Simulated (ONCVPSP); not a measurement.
Ranking ONCV potentials for Sc

All share these settings but for the change named:

- Element: Sc
- Generator: ONCVPSP 4.0.1
- Type: optimised norm-conserving Vanderbilt (ONCV)
- Functional: LDA (Perdew-Wang 92)
- Relativity: scalar-relativistic
- Frozen core: [Ne]
- Valence charge: 11
- Reference configuration: 3s2 3p6 3d1 4s1.75 4p0.25
- Partial waves: 3s+4s: rc 1.50 bohr, ncon 4, nbas 9, qcut 8.2 1/bohr, 2 projectors; 3p+4p: rc 1.90 bohr, ncon 5, nbas 9, qcut 6.7 1/bohr, 2 projectors; 3d: rc 2.65 bohr, ncon 5, nbas 8, qcut 5.7 1/bohr, 2 projectors, debl 1.9 Ha
- Local potential: polynomial inside 1.30 bohr (lpopt 2, dvloc0 0 Ha)
- Core correction: polynomial model core, fcfact 0.55

Test errors are all-electron minus pseudo excitation energies from the reference, over 3s2 3p6 3d1 4s2 4p0; 3s2 3p6 3d1 4s1 4p0; 3s2 3p6 3d1 4s0 4p0; 3s2 3p6 3d1 4s1.5 4p0. None of these files shows a bound ghost.

The base gives 1.7 meV.

Of 9 variants that were run, those that failed, showed a ghost or another fault, or gave nearly equal values are left out.

Q: Rank these variants by their largest absolute test error, smallest first.
A. all radii but the core radius scaled by about 1.04 (s 1.56, p 1.98, d 2.76 bohr); local potential polynomial inside 1.34 bohr (lpopt 2, dvloc0 0 Ha)
B. all radii but the core radius scaled by about 1.34 (s 2.00, p 2.54, d 3.54 bohr); local potential polynomial inside 1.74 bohr (lpopt 2, dvloc0 0 Ha)
C. all radii but the core radius scaled by about 0.80 (s 1.20, p 1.52, d 2.12 bohr); local potential polynomial inside 1.04 bohr (lpopt 2, dvloc0 0 Ha)
D. all radii but the core radius scaled by about 1.26 (s 1.90, p 2.40, d 3.34 bohr); local potential polynomial inside 1.64 bohr (lpopt 2, dvloc0 0 Ha)
E. all radii but the core radius scaled by about 1.20 (s 1.80, p 2.28, d 3.18 bohr); local potential polynomial inside 1.56 bohr (lpopt 2, dvloc0 0 Ha)

A: C (0.4 meV), A (2.3 meV), E (7.0 meV), D (10.3 meV), B (15.0 meV).
